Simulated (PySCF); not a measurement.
A GIAO shielding run with PySCF (density fitting, non-relativistic, gas phase) on SMILES C[SiH2]C[C@](C#C)(C)C=O, C7H12OSi:

```
$ OMP_NUM_THREADS=1 python probes_run.py task.json out

{"job": {"kind": "nmr", "xc": "PBE0", "basis": "pcSseg-1"}, "charge": 0, "multiplicity": 1}
C      1.475374    -1.925651     1.083506
C      1.195880    -0.903624     0.526827
C      0.873875     0.337203    -0.157996
C      2.172061     1.147803    -0.355795
C      0.391406     0.005412    -1.557271
O     -0.544029     0.508993    -2.108573
C     -0.170821     1.151424     0.609476
Si    -1.687328     0.163024     1.223244
C     -2.325338    -1.083388    -0.052231
H      1.714878    -2.815290     1.585422
H      2.896564     0.582660    -0.939767
H      1.952912     2.080704    -0.871446
H      2.611778     1.374747     0.612947
H      1.027803    -0.744564    -2.068658
H     -0.499060     1.962434    -0.042382
H      0.313266     1.613658     1.470966
H     -2.731215     1.146372     1.543666
H     -1.301699    -0.553411     2.447843
H     -2.575166    -0.601286    -0.992531
H     -1.581832    -1.848684    -0.261022
H     -3.218230    -1.581593     0.313669
```

Hardware: 1 thread of an Intel Xeon, shared host. The job also computes population analyses, field gradients.

Question: How large is the calculation?

Answer: 76 electrons, 220 basis functions and 1159 auxiliary functions.

Question: How long does it take, and how much memory does it need?

Answer: 2.3 min of wall time, with 15 SCF cycles and 5 response iterations; peak memory 1 GiB. Times on a shared host scatter by some tens of per cent.
